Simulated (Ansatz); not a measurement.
Reaction (redistribution): `[CH3][AlH][SH]` + `[SiH3][SiH2][S][GeH3]` → `[CH3][AlH][S][GeH3]` + `[SiH3][SiH2]S`

Computed with Ansatz on PBE0-D4/def2-TZVP structures; ΔE is electronic, products minus reactants. CCSD(T)/CBS adds triple-zeta CCSD(T) − MP2 to the extrapolated MP2 energy (def2 sets, frozen cores). This one scheme is used for every species. DFT in def2-TZVPP. B3LYP here is the variant with VWN-RPA as its local correlation; programs differ in this. For Ge outer-core shells are correlated without core-valence functions, which leaves a few kJ/mol of doubt a bond. Scalar relativity is left out up to krypton. Each species was taken in one conformer, which may not be the lowest.

```
             level  ΔE (kcal/mol)  difference from CCSD(T)/CBS
            PBE-D4            1.1                          0.4
         r2SCAN-D4            0.8                          0.1
          B3LYP-D4            1.0                          0.3
           ωB97M-V            0.7                          0.0
            r2SCAN            0.7                          0.0
             B3LYP            0.7                          0.0
     HF/def2-TZVPP            0.1                         -0.6
CCSD(T)/def2-TZVPP            0.6                         -0.1
      HF/CBS(def2)            0.2                         -0.5
     MP2/CBS(def2)            0.8                          0.1
       CCSD(T)/CBS            0.7                            0
```

Largest T1 diagnostic among the species: 0.012.
